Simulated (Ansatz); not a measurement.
Isolated molecules relaxed with PBE0-D4/def2-TZVP in Ansatz; ΔE leaves out vibrations. CBS: MP2 limit from def2 TZ/QZ plus the TZ coupled-cluster correction, frozen cores. DFT in def2-TZVPP. For Ge outer-core shells are correlated without core-valence functions, which leaves a few kJ/mol of doubt a bond. Scalar relativity is left out up to krypton. One conformer a species, not always the lowest.

`Cl[SiH2][O][GeH3]` + `[CH3][GeH2][SiH2]Cl` → `[CH3][GeH2][GeH3]` + `Cl[SiH2]O[SiH2]Cl`  (redistribution)

```json
{"species": "`Cl[SiH2][O][GeH3]`", "ωB97M-V energy (Eh)": "-2904.90329"}
{"species": "`[CH3][GeH2][SiH2]Cl`", "ωB97M-V energy (Eh)": "-2868.90577"}
{"species": "`[CH3][GeH2][GeH3]`", "ωB97M-V energy (Eh)": "-4196.66053"}
{"species": "`Cl[SiH2]O[SiH2]Cl`", "ωB97M-V energy (Eh)": "-1577.18568"}
```

**Question.** Work out ΔE.

**Answer.** ΔE = (-4196.66053) + (-1577.18568) − (-2904.90329) − (-2868.90577) = -0.03715 Eh = -97.5 kJ/mol. CCSD(T)/CBS gives -97.3 kJ/mol.

Largest T1 diagnostic among the species: 0.011.

From PBE to PBE0 (25 % exact exchange), in def2-TZVPP and without D4, ΔE moves by −4.1 kJ/mol.
